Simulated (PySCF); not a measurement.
# Telling isomers of C₇H₆ClN apart by NMR

- shieldings: GIAO PBE0/pcSseg-1
- GFN2-xTB geometry
- program: PySCF
- no solvent, fast rotation and ring inversion assumed for equivalent nuclei, non-relativistic Hamiltonian, a single conformation

Referencing at the same level of theory: 1H and 13C against TMS. Where no couplings were computed, multiplicities follow the n + 1 count of equivalent neighbours, and m marks all less simple cases (inequivalent or close neighbours, rings, F or P nearby). Shifts are as computed. Against solution values, carbons near 30 ppm lie about +3 ppm off and those near 130 ppm about +5 ppm; carbons on Cl a further +6 ppm. Of 1211 compounds with measured shifts, 218 miss one by over three times the rms of a fit or turn the order of signals round; such compounds aren't used in these exercises. Carbons bonded to Cl come out too deshielded. OH and NH positions are gas-phase values without hydrogen bonding to other molecules.

(1) Tabulate the signals of `C=C1C[C@@H](C#N)/C1=C/Cl`, `[H]/N=C\c1ccccc1Cl` and their relative energies.

(2) What is the quickest way to tell C=C1C[C@@H](C#N)/C1=C/Cl from [H]/N=C\c1ccccc1Cl?

Results:

(1) 
```json
{"SMILES": "C=C1C[C@@H](C#N)/C1=C/Cl", "carbon types": "3×C 2×CH 2×CH2", "δC": "147.4, 143.3, 131.0, 124.5, 122.8, 35.7, 25.8", "δH": "6.39 (s, 1H), 6.36 (br s, 1H), 5.65 (br s, 1H), 3.46 (m, 1H), 3.07 (m, 1H), 3.00 (m, 1H)", "E rel. (kcal/mol)": "43.5"}
{"SMILES": "[H]/N=C\\c1ccccc1Cl", "carbon types": "2×C 5×CH", "δC": "166.3, 147.7, 137.5, 137.3, 133.2, 132.0, 129.9", "δH": "12.02 (br s, 1H), 9.18 (s, 1H), 7.80 (d, 1H), 7.73 (m, 1H), 7.63 (m, 1H), 7.61 (m, 1H)", "E rel. (kcal/mol)": "0.0"}
```

Energies are electronic energies at PBE0/pcSseg-1 on these geometries, without zero-point or thermal terms, each for the one conformer computed, which needn't be the lowest.

(2) Both give the same number of carbon signals, but DEPT or the intensities differ. The first has a terminal =CH2 carbon at 122.8 ppm, the second a C=N carbon (CH) at 166.3 ppm. Their most deshielded carbons lie at 147.4 and 166.3 ppm. In the proton spectra the most deshielded non-exchanging signals are 6.39 (s, 1H) and 9.18 (s, 1H).
